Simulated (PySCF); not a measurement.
## Electron correlation in Pb²⁺ (lead, charge +2)

[Xe] 4f14 5d10 6s1 6p1, high-spin 3P determinant (an excited configuration). Computed with PySCF 2.14 in x2c-TZVPPall with one added diffuse shell each of s, p, d, f type (12s8p7d4f, 99 functions), with the spin-free X2C one-electron Hamiltonian (Gaussian nucleus). Frozen: [Kr] 4d10 4f14; 20 electrons correlated.

MP2 pair energies summed by pair of shells (mhartree):

| pair | energy | share (%) |
| --- | --- | --- |
| 5d-5d | -216.08 | 53.9 |
| 5p-5d | -68.55 | 17.1 |
| 5d-6s | -39.58 | 9.9 |
| 5d-6p | -21.97 | 5.5 |
| 5p-5p | -19.28 | 4.8 |
| 5s-5d | -14.83 | 3.7 |
| 5s-5p | -8.72 | 2.2 |
| 5p-6s | -4.89 | 1.2 |
| 5p-6p | -2.25 | 0.6 |
| 6s-6p | -1.94 | 0.5 |
| 5s-5s | -1.85 | 0.5 |
| 5s-6s | -0.45 | 0.1 |
| 5s-6p | -0.20 | 0.0 |

Total MP2 correlation energy: -400.59 mhartree.

Same-spin part -145.36 and opposite-spin part -255.23 mhartree; SCS-MP2 scales them by 1/3 and 6/5 to -354.73 mhartree.

This basis was not built for core-valence correlation, so the inner-shell part is incomplete.
